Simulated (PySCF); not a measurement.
H$_{3}$FGaNO (SMILES [NH2][Ga]([OH])[F]), singlet, geometry from GFN2-xTB (such geometries of metal compounds can be far from the true shape); PySCF with PBE/6-31G, TDA.

PySCF was given this input:
```python
from pyscf import gto, scf, dft, tdscf

mol = gto.Mole()
mol.atom = '''
    Ga   -0.017077   -0.001123    0.003191
    F     1.684081   -0.254395   -0.345598
    O    -0.588739   -0.737651    1.465745
    H     0.036667   -1.197628    2.027474
    N    -1.030615    1.068203   -1.089402
    H    -2.021008    0.847948   -1.060520
    H    -0.718792    1.097832   -2.055647
'''
mol.basis = '6-31g'
mol.charge = 0
mol.spin = 0
mol.verbose = 4
mol.build()

mf = dft.RKS(mol)
mf.xc = 'pbe'
mf.kernel()
td = mf.TDA()
td.nstates = 10
td.kernel()
td.analyze()
```

Q: Predict the main parts of the log of this PySCF run.

A: 
```
PySCF version 2.14.0

[INPUT] verbose = 4
[INPUT] num. atoms = 7
[INPUT] num. electrons = 58
[INPUT] charge = 0
[INPUT] spin (= nelec alpha-beta = 2S) = 0
[INPUT] symmetry False subgroup None
[INPUT] Mole.unit = angstrom
[INPUT] Symbol           X                Y                Z      unit          X                Y                Z       unit  Magmom
[INPUT]  1 Ga    -0.017077000000  -0.001123000000   0.003191000000 AA   -0.032270853029  -0.002122162438   0.006030116063 Bohr   0.0
[INPUT]  2 F      1.684081000000  -0.254395000000  -0.345598000000 AA    3.182451861584  -0.480736877459  -0.653085569197 Bohr   0.0
[INPUT]  3 O     -0.588739000000  -0.737651000000   1.465745000000 AA   -1.112555468850  -1.393958365512   2.769856618451 Bohr   0.0
[INPUT]  4 H      0.036667000000  -1.197628000000   2.027474000000 AA    0.069290587809  -2.263188919111   3.831370584676 Bohr   0.0
[INPUT]  5 N     -1.030615000000   1.068203000000  -1.089402000000 AA   -1.947580089869   2.018611115439  -2.058671419553 Bohr   0.0
[INPUT]  6 H     -2.021008000000   0.847948000000  -1.060520000000 AA   -3.819151615555   1.602389487873  -2.004092349624 Bohr   0.0
[INPUT]  7 H     -0.718792000000   1.097832000000  -2.055647000000 AA   -1.358320020528   2.074601810784  -3.884609838784 Bohr   0.0

nuclear repulsion = 295.693027905469
number of shells = 32
number of NR pGTOs = 168
number of NR cGTOs = 60
basis = 6-31g
ecp = {}

******** <class 'pyscf.dft.rks.RKS'> ********
method = RKS
initial guess = minao
damping factor = 0
level_shift factor = 0
DIIS = <class 'pyscf.scf.diis.CDIIS'>
diis_start_cycle = 1
diis_space = 8
diis_damp = 0
SCF conv_tol = 1e-09
SCF conv_tol_grad = None
SCF max_cycles = 50
direct_scf = True
direct_scf_tol = 1e-13
XC library pyscf.dft.libxc version 7.1.2
    S. Lehtola, C. Steigemann, M. J. T. Oliveira, and M. A. L. Marques,  SoftwareX 7, 1–5 (2018)
XC functionals = pbe
    J. P. Perdew, K. Burke, and M. Ernzerhof,  Phys. Rev. Lett. 77, 3865 (1996)
    J. P. Perdew, K. Burke, and M. Ernzerhof,  Phys. Rev. Lett. 78, 1396 (1997)
    J. P. Perdew, K. Burke, and M. Ernzerhof,  Phys. Rev. Lett. 77, 3865 (1996)
    J. P. Perdew, K. Burke, and M. Ernzerhof,  Phys. Rev. Lett. 78, 1396 (1997)
radial grids:
    Treutler-Ahlrichs [JCP 102, 346 (1995); DOI:10.1063/1.469408] (M4) radial grids

becke partition: Becke, JCP 88, 2547 (1988); DOI:10.1063/1.454033
pruning grids: <function nwchem_prune>
grids dens level: 3
symmetrized grids: False
atomic radii adjust function: <function treutler_atomic_radii_adjust>
small_rho_cutoff = 0
Set gradient conv threshold to 3.16228e-05
Initial guess from minao.
tot grids = 92576
init E= -2155.35279610961
  HOMO = -0.319222459430248  LUMO = -0.104403476091909  gap/eV = 5.84552
cycle= 1 E= -2155.35646552649  delta_E= -0.00367  |g|= 1.18  |ddm|= 2.68
  HOMO = -0.0673378705276777  LUMO = -0.0117817246311032  gap/eV = 1.51176
cycle= 2 E= -2154.05794773339  delta_E=  1.3  |g|= 2.71  |ddm|= 3.27
  HOMO = -0.188073302546933  LUMO = -0.0655038584219154  gap/eV = 3.33528
cycle= 3 E= -2155.58844567795  delta_E= -1.53  |g|= 0.427  |ddm|= 2.53
  HOMO = -0.241854918931089  LUMO = -0.0687263048901623  gap/eV = 4.71107
cycle= 4 E= -2155.62506215677  delta_E= -0.0366  |g|= 0.203  |ddm|= 0.543
  HOMO = -0.229220281014129  LUMO = -0.0685987000083705  gap/eV = 4.37074
cycle= 5 E= -2155.63359215805  delta_E= -0.00853  |g|= 0.0321  |ddm|= 0.159
  HOMO = -0.228758357304071  LUMO = -0.0675939823656  gap/eV = 4.38551
cycle= 6 E= -2155.6337746842  delta_E= -0.000183  |g|= 0.0208  |ddm|= 0.0433
  HOMO = -0.226634633934557  LUMO = -0.0673176433250342  gap/eV = 4.33524
cycle= 7 E= -2155.63386220707  delta_E= -8.75e-05  |g|= 0.00465  |ddm|= 0.0197
  HOMO = -0.226882827531497  LUMO = -0.0674932499208065  gap/eV = 4.33721
cycle= 8 E= -2155.63386600366  delta_E= -3.8e-06  |g|= 0.00115  |ddm|= 0.00371
  HOMO = -0.226886520555927  LUMO = -0.0675236104073673  gap/eV = 4.33649
cycle= 9 E= -2155.63386615228  delta_E= -1.49e-07  |g|= 0.000182  |ddm|= 0.000867
  HOMO = -0.226915081768531  LUMO = -0.0675161466229803  gap/eV = 4.33747
cycle= 10 E= -2155.63386616162  delta_E= -9.34e-09  |g|= 5.68e-05  |ddm|= 0.000352
  HOMO = -0.226909333940398  LUMO = -0.0675191815006402  gap/eV = 4.33723
cycle= 11 E= -2155.63386616276  delta_E= -1.14e-09  |g|= 3.12e-06  |ddm|= 9.64e-05
  HOMO = -0.226909127942937  LUMO = -0.0675188445080561  gap/eV = 4.33723
cycle= 12 E= -2155.63386616275  delta_E= 7.73e-12  |g|= 4.72e-07  |ddm|= 5.67e-06
  HOMO = -0.226908965085017  LUMO = -0.0675188257022006  gap/eV = 4.33723
Extra cycle  E= -2155.63386616275  delta_E= -4.55e-12  |g|= 1.2e-06  |ddm|= 1.59e-06
converged SCF energy = -2155.63386616275

******** <class 'pyscf.tdscf.rks.TDA'> for <class 'pyscf.dft.rks.RKS'> ********
nstates = 10 singlet
deg_eia_thresh = 1.000e-03
wfnsym = None
conv_tol = 1e-05
eigh lindep = 1e-12
eigh level_shift = 0
eigh max_cycle = 100

Excitation energies (eV)
[4.6248107  5.64237043 5.9612121  6.42870305 6.69545299 6.8930033
 6.90338447 7.1328229  7.34449293 7.62588416]

** Singlet excitation energies and oscillator strengths **
Excited State   1:      4.62481 eV    268.08 nm  f=0.0266
      29 -> 30        0.69011
      29 -> 31        0.13299
Excited State   2:      5.64237 eV    219.74 nm  f=0.0206
      27 -> 30        0.11363
      28 -> 30        0.68835
Excited State   3:      5.96121 eV    207.98 nm  f=0.0437
      27 -> 30        0.65468
      28 -> 30       -0.11390
      28 -> 31       -0.17600
      29 -> 31        0.11418
Excited State   4:      6.42870 eV    192.86 nm  f=0.0165
      26 -> 30        0.43256
      27 -> 30       -0.10466
      28 -> 31        0.10017
      29 -> 31        0.46177
      29 -> 32        0.21328
Excited State   5:      6.69545 eV    185.18 nm  f=0.0559
      24 -> 30       -0.11488
      25 -> 30        0.22762
      26 -> 30       -0.47954
      29 -> 31        0.19990
      29 -> 32        0.38132
Excited State   6:      6.89300 eV    179.87 nm  f=0.0733
      24 -> 30       -0.14822
      26 -> 30       -0.19282
      27 -> 31        0.17383
      29 -> 31        0.32169
      29 -> 32       -0.51938
      29 -> 33        0.12792
Excited State   7:      6.90338 eV    179.60 nm  f=0.1054
      25 -> 30        0.63859
      26 -> 30        0.10177
      27 -> 31       -0.17953
      29 -> 31       -0.11750
      29 -> 32       -0.14802
Excited State   8:      7.13282 eV    173.82 nm  f=0.0390
      25 -> 30        0.13863
      27 -> 31        0.63245
      28 -> 31       -0.17946
      29 -> 31       -0.14154
Excited State   9:      7.34449 eV    168.81 nm  f=0.0080
      29 -> 33        0.69104
Excited State  10:      7.62588 eV    162.58 nm  f=0.0513
      26 -> 31       -0.13332
      27 -> 30       -0.11717
      27 -> 31       -0.14597
      27 -> 32        0.27358
      27 -> 33        0.15891
      28 -> 31       -0.52653
      28 -> 32       -0.19241

** Transition electric dipole moments (AU) **
state          X           Y           Z        Dip. S.      Osc.
  1        -0.0928      0.4739     -0.0427      0.2350      0.0266
  2         0.0731      0.3476      0.1516      0.1491      0.0206
  3         0.3639     -0.0208     -0.4075      0.2989      0.0437
  4        -0.0580     -0.2972      0.1149      0.1049      0.0165
  5         0.3233     -0.4481      0.1891      0.3411      0.0559
  6         0.3137     -0.2804      0.5068      0.4339      0.0733
  7         0.0914      0.7219      0.3062      0.6232      0.1054
  8        -0.0164      0.4719      0.0178      0.2233      0.0390
  9        -0.1793     -0.0003     -0.1110      0.0445      0.0080
 10        -0.2773     -0.2178      0.3875      0.2745      0.0513

** Transition velocity dipole moments (imaginary part, AU) **
state          X           Y           Z        Dip. S.      Osc.
  1        -0.0170      0.0561     -0.0111      0.0036      0.0140
  2         0.0101      0.0494     -0.0009      0.0025      0.0082
  3         0.0554      0.0053     -0.0832      0.0100      0.0305
  4        -0.0666     -0.0383     -0.0328      0.0070      0.0197
  5         0.0331     -0.1048     -0.0327      0.0131      0.0356
  6         0.0448      0.0718      0.0814      0.0138      0.0363
  7         0.0155      0.1181      0.0617      0.0180      0.0473
  8         0.0293      0.0723      0.0125      0.0062      0.0159
  9        -0.0415     -0.0480     -0.0392      0.0056      0.0138
 10         0.0134     -0.0290      0.0168      0.0013      0.0031

** Transition magnetic dipole moments (imaginary part, AU) **
state          X           Y           Z
  1        -0.3201     -0.0309      0.1922
  2         0.1985     -0.1289      0.0282
  3        -0.1596     -0.2019     -0.2381
  4         0.2512      0.0811     -0.1651
  5         0.1757      0.1373     -0.2282
  6         0.1253     -0.1801      0.1863
  7        -0.1742      0.1216     -0.0731
  8         0.4309     -0.3568      0.1516
  9         0.3625     -0.1883     -0.0186
 10        -0.3172      0.0176      0.0484
```
